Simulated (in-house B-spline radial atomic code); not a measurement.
Computed with a B-spline radial atomic code. Model: two electrons, singlet ground state, non-relativistic, full CI in B-splines with partial waves to l = 8 (at full coupling up to 3e-4 hartree above the limit, correlation up to 0.6 % small), density held at that of full coupling by Lieb maximisation.

W(λ) is the mean repulsion in the state of coupling λ less the Hartree energy of the fixed density. Its start is exact exchange, its initial slope is twice the second-order Görling-Levy correlation energy, and its area from 0 to 1 is E_xc. A straight curve means weak, dynamic correlation, and a curve that drops fast and flattens means strong correlation.

Command:
```bash
python run_ac.py task.json out
```
Settings (lengths in bohr, energies in hartree):
```
potential              coulomb
strength               4.73
lmax                   8
wall_radius            2.39
```

Time taken, with all properties: 8.4 s on 1 thread of Intel(R) Xeon(R) Processor @ 2.30GHz, with other jobs on the host.

**W = mean repulsion less Hartree energy, and W of three functionals.**

Given: confinement point charge; nuclear charge 4.73; hard wall radius 2.39 bohr; external potential -Z/r.

Computed: PBE exchange minus exact 48.699 millihartree; SCAN exchange minus exact -4.2767 millihartree.

```
coupling  W xc (hartree)  W xc minus exchange (millihartree)  kinetic minus Kohn-Sham (millihartree)  LDA (PW92) W minus its exchange (millihartree)  PBE W minus its exchange (millihartree)  SCAN W minus its exchange (millihartree)
       0         -2.7331                                   0                                       0                                               0                                        0                                         0
    0.02          -2.735                              -1.874                                       0                                          -14.25                                    -1.86                                     -1.84
    0.05         -2.7378                              -4.673                                     0.1                                          -30.07                                    -4.68                                     -4.57
    0.12         -2.7443                             -11.149                                     0.7                                           -59.7                                    -11.3                                    -10.83
    0.25         -2.7561                             -22.979                                     2.9                                         -103.38                                    -23.6                                    -22.12
     0.4               ?                                   ?                                       ?                                               ?                                        ?                                         ?
     0.6         -2.7867                             -53.605                                    15.8                                         -191.54                                   -56.17                                    -50.89
     0.8         -2.8035                             -70.346                                    27.5                                         -232.07                                    -74.2                                    -66.44
       1         -2.8197                             -86.567                                    42.1                                         -268.22                                   -91.75                                    -81.41
     1.4         -2.8507                             -117.54                                    79.2                                         -331.22                                  -125.41                                   -109.83
       2         -2.8937                             -160.62                                   152.3                                         -409.91                                  -172.37                                   -149.16
       3         -2.9577                             -224.61                                   311.5                                         -514.76                                  -242.28                                   -207.48
     4.5               ?                                   ?                                       ?                                               ?                                        ?                                         ?
       7         -3.1446                             -411.45                                  1215.2                                         -781.57                                  -448.62                                   -380.45
      10         -3.2386                             -505.42                                  2006.7                                         -907.26                                   -555.8                                   -470.74
```

Q: What belongs in the row 0.4?

A: W xc (hartree): -2.7694; W xc minus exchange (millihartree): -36.318; kinetic minus Kohn-Sham (millihartree): 7.2; LDA (PW92) W minus its exchange (millihartree): -144.78; PBE W minus its exchange (millihartree): -37.69; SCAN W minus its exchange (millihartree): -34.72.

Q: What belongs in the row 4.5?

A: W xc (hartree): -3.0388; W xc minus exchange (millihartree): -305.69; kinetic minus Kohn-Sham (millihartree): 613.6; LDA (PW92) W minus its exchange (millihartree): -635.29; PBE W minus its exchange (millihartree): -331.2; SCAN W minus its exchange (millihartree): -281.77.

Q: What is the LDA exchange minus exact?

A: 385.11 millihartree.

**Energy parts, natural occupations and partial-wave weights.**

Computed: total energy -19.5723 hartree; exchange energy -2.7331 hartree; correlation energy -0.044449 hartree; initial slope twice GL2 -0.093856 hartree; kinetic part over minus potential part 0.48653; Hartree energy 5.4663 hartree; Lieb Oxford ratio E_xc over LDA exchange 1.1829.

| natural | occupation of the shell (electrons) |
| --- | --- |
| s | 1.9975 |
| p | 0.001384 |
| s | 0.00094987 |
| d | 7.2296e-05 |
| p | ? |
| s | 2.1205e-05 |

Q: What belongs in the row p?

A: occupation of the shell (electrons): 5.133e-05.

```json
{"wave": "s", "weight": "0.99923"}
{"wave": "p", "weight": "0.0007203"}
{"wave": "d", "weight": "4.0621e-05"}
{"wave": "f", "weight": "?"}
{"wave": "g", "weight": "1.4059e-06"}
```

Q: What belongs in the row f?

A: weight: 5.9321e-06.

Q: What is the Kohn-Sham kinetic?

A: 19.53 hartree.

Q: What is the kinetic part of the DFT correlation energy?

A: 0.042117 hartree.

Half-way to full coupling W has made 52 % of its drop, against 50 % for a straight line, and second-order (GL2) theory, half the initial slope, overshoots the correlation energy by about 6 %: correlation is weak here. Over couplings 0 to 1 the errors in E_xc come to about +270 millihartree for LDA, +47 millihartree for PBE, -2.0 millihartree for SCAN, so SCAN is nearest. In LDA and PBE and SCAN the errors of exchange and correlation have opposite signs, so the sum is smaller than the larger of the two.
